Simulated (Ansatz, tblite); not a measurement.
Two members of one family ((CuBr)n off), computed with Ansatz in the gas phase. The two geometries come from different levels. HOMO and LUMO are taken over both spins. Singlets are spin-restricted. The structures are stationary points that may keep the symmetry of their start. Remarks come from the PBE and PBE0 runs and from stability tests at other levels; not every state was tested. HOMO above LUMO (over both spins in singlets and doublets, within one spin in higher multiplets; at PBE or PBE0), or a gap under 0.15 eV within one spin, warns that the state may not be the lowest or that an electron is smeared out.

First: Cu2Br⁺ (singlet, charge 1, PBE0-D4/def2-TZVP geometry).

```xyz
3

Cu    1.652   -0.527   -0.727
Cu   -1.032    0.972    1.237
Br   -0.621   -0.445   -0.510
```

```csv
level,HOMO (eV),LUMO (eV),gap (eV)
PBE-D4/def2-SVP,-10.27,-8.18,2.09
PBE0-D4/def2-SVP,-12.07,-7.10,4.97
```

The relaxed triplet lies at 2.32 eV (RPA@PBE/def2-TZVP) to 3.18 eV (PBE-QIDH/def2-TZVP) from the singlet. The relaxed quintet lies at 5.20 eV (RPA@PBE/def2-TZVP) to 6.42 eV (PBE-QIDH/def2-TZVP) from the singlet. Remarks: gap within one spin near zero at PBE or PBE0 (triplet).

Second: Cu4Br4⁺ (doublet, charge 1, PBE-D4/def2-SVP geometry).

```xyz
8

Cu   -0.789   -1.100    0.911
Cu    0.974    0.684    1.247
Cu    1.152   -1.061   -0.677
Cu   -0.593    0.940   -0.865
Br    1.446   -1.633    1.638
Br    0.332   -0.312   -2.688
Br   -2.616   -0.224   -0.157
Br    0.093    2.705    0.591
```

Question: What does the change do? Estimate second minus first.

Answer: 
```tsv
level	Δ HOMO (eV)	Δ LUMO (eV)	Δ gap (eV)
PBE-D4/def2-SVP	-0.24	-2.07	-1.82
PBE0-D4/def2-SVP	-0.03	-2.86	-2.83
```

The relaxed quartet lies at 2.63 eV (revPBE-D4/def2-SVP) to 3.34 eV (PBE0-D4/def2-SVP) from the doublet.
